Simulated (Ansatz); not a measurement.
`[SH][Sn][SH]` + `OC(F)[SeH]` → `[OH][Sn][SH]` + `FC(S)[SeH]`  (redistribution)

Isolated molecules relaxed with PBE0-D4/def2-TZVP in Ansatz; ΔE leaves out vibrations. CCSD(T)/CBS adds triple-zeta CCSD(T) − MP2 to the extrapolated MP2 energy (def2 sets, frozen cores). DFT in def2-TZVPP. B3LYP here is the variant with VWN-RPA as its local correlation; programs differ in this. Elements past krypton have def2 core potentials. For Se, Sn outer-core shells are correlated without core-valence functions, which leaves a few kJ/mol of doubt a bond. Scalar relativity is left out up to krypton. One conformer a species, not always the lowest.

| level | ΔE (kJ/mol) |
| --- | --- |
| B3LYP-D4 | 51.6 |
| CCSD/def2-TZVPP | 50.7 |

(1) What does CCSD(T)/CBS give? (Estimate.)

Largest T1 diagnostic among the species: 0.017.

Results:

(1) Computed: +44.1 kJ/mol. The listed levels differ from it by 7.5, 6.6 kJ/mol.

In def2-TZVPP, CCSD(T) changes the Hartree–Fock value by −15.6 kJ/mol (the triples alone add −1.2 kJ/mol) and MP2 by −20.4 kJ/mol. From PBE to PBE0 (25 % exact exchange), in def2-TZVPP and without D4, ΔE moves by +6.4 kJ/mol.
